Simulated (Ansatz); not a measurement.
B₆P₆, relaxed as a singlet with RKS PBE-D4/def2-SVP in Ansatz, starting from the GFN1-xTB geometry. Force threshold 0.03 eV/Å.

Another isomer (singlet) lies 1.66 eV lower at PBE0-D4/def2-TZVP; other spin states weren't run for this one.

Start:

```tsv
atom	x (Å)	y (Å)	z (Å)
B1	1.882	0.603	-0.367
B2	-0.355	0.625	-1.657
B3	0.190	-0.129	1.691
B4	1.030	-0.125	-1.494
B5	-0.593	-1.487	1.547
B6	-1.534	1.068	-0.141
P7	-0.598	1.707	1.349
P8	0.848	-1.802	-0.244
P9	-1.357	-1.958	-0.038
P10	0.594	2.119	-0.448
P11	-2.144	-0.082	-1.400
P12	2.038	-0.538	1.201
```

```csv
step,energy (eV),largest force component (eV/Å),SCF passes
1,-59735.9683,1.766,27
2,-59736.5586,1.113,30
3,-59737.0120,0.818,29
4,-59737.2051,0.606,30
5,-59737.2953,0.375,29
6,-59737.3157,0.612,29
7,-59737.3680,0.337,23
8 (rejected),-59737.3372,0.378,22
9,-59737.3893,0.121,23
10,-59737.4001,0.084,21
11,-59737.4058,0.060,23
12,-59737.4065,0.036,24
13,-59737.4069,0.026,25
```

Force components are those of the run's own axes.

End:

```xyz
12

B     1.826    0.447   -0.223
B    -0.503    0.729   -1.817
B     0.275   -0.121    1.580
B     0.905   -0.012   -1.480
B    -0.642   -1.464    1.436
B    -1.434    1.196   -0.299
P    -0.636    1.609    1.354
P     0.745   -1.536   -0.163
P    -1.028   -2.905    0.517
P     0.644    1.995   -0.496
P    -2.343    0.638   -1.757
P     2.191   -0.576    1.350
```

Bonds lost: P9–P11 (atoms count from 1). Bonds formed: B1–P8, B4–P10 (atoms count from 1).

No frequencies were taken in this run, so the end may be a saddle point.

It took 44 s on 4 threads of Arm Neoverse V1 on a shared host.
